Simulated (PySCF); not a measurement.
**How methods differ on the excitation energy of Zn²⁺**

Zn²⁺ [Ar] 3d10 (1S) → Zn²⁺ [Ar] 3d9 4p1 (high-spin determinant), as a difference of total energies. Computed with PySCF 2.14 in aug-cc-pVDZ-DK (7s6p4d2f, 59 functions), with the spin-free X2C one-electron Hamiltonian (Gaussian nucleus). Correlated levels: valence: [Ar] frozen. The calculations carry no spin-orbit coupling.

```
           method  excitation energy (eV)
              UHF                  15.408
              LDA                  17.207
              PBE                  16.743
             PBE0                  16.645
           r2SCAN                  16.536
        BHandHLYP                  16.402
           B2PLYP                  16.910
            HSE06                  16.595
            TPSSh                  16.637
    MP2 (valence)                  17.710
SCS-MP2 (valence)                  17.474
```

How much does correlation contribute at MP2 (valence)?

17.710 − (15.408) = 2.302 eV, measured against UHF.

A first-order spin-orbit estimate (lowest level to lowest level, LS coupling) adds -0.083 eV.

The determinant of the upper state mixes LS terms, which raises its energy above the lowest term, most at the Hartree-Fock and MP2 levels.
